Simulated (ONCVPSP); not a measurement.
An odd input for ONCVPSP 4.0.1 (Cu (Z = 29))

Command:

```bash
oncvpsp.x < Cu.dat > Cu.out
```

Input:

```
# ATOM AND REFERENCE CONFIGURATION
# atsym  z   nc   nv     iexc    psfile
  Cu 29.00    5    2        4      upf
#
#   n    l    f
    1    0    2.00
    2    0    2.00
    2    1    6.00
    3    0    2.00
    3    1    6.00
    3    2   10.00
    4    1    1.00
#
# PSEUDOPOTENTIAL AND OPTIMIZATION
# lmax
    3
#
#   l,   rc,      ep,       ncon, nbas, qcut
    0    2.35    0.03    4    8    3.30
    1    2.30    0.00    4    8    3.40
    2    1.60    0.00    3    8   10.70
    3    2.10    0.12    5    9    5.10
#
# LOCAL POTENTIAL
# lloc, lpopt,  rc(5),   dvloc0
    4    5    1.40    6.00
#
# VANDERBILT-KLEINMAN-BYLANDER PROJECTORs
# l, nproj, debl
    0    3    3.20
    1    3    3.40
    2    1    3.90
    3    2    1.90
#
# MODEL CORE CHARGE
# icmod, fcfact, rcfact
    3    0.00    0.00
#
# LOG DERIVATIVE ANALYSIS
# epsh1, epsh2, depsh
   -2.00    5.00    0.02
#
# OUTPUT GRID
# rlmax, drl
    6.00    0.01
#
# TEST CONFIGURATIONS
# ncnf
    4
# nvcnf
#   n    l    f
    3
    3    2   10.00
    4    1    0.00
    4    0    1.00
#
    2
    3    2   10.00
    4    1    0.00
#
    2
    3    2    9.00
    4    1    0.00
#
    3
    3    2    9.00
    4    1    0.00
    4    0    2.00
#
```

This is an input that runs to its end, with one change: model core set to icmod 3, fcfact 0.00, rcfact 0.00.

Task: How does the run end?

Result: The program refuses the input: "test_data: must have fcfact>0.0 for icmod= 1 or 3".

```
ONCVPSP  (Optimized Norm-Conservinng Vanderbilt PSeudopotential)
scalar-relativistic version 4.0.1

test_data: must have fcfact>0.0 for icmod= 1 or 3
test_data: must have rcfact>0.0 for icmod= 3
ERROR: test_data found   2 ERROR; stopping
```
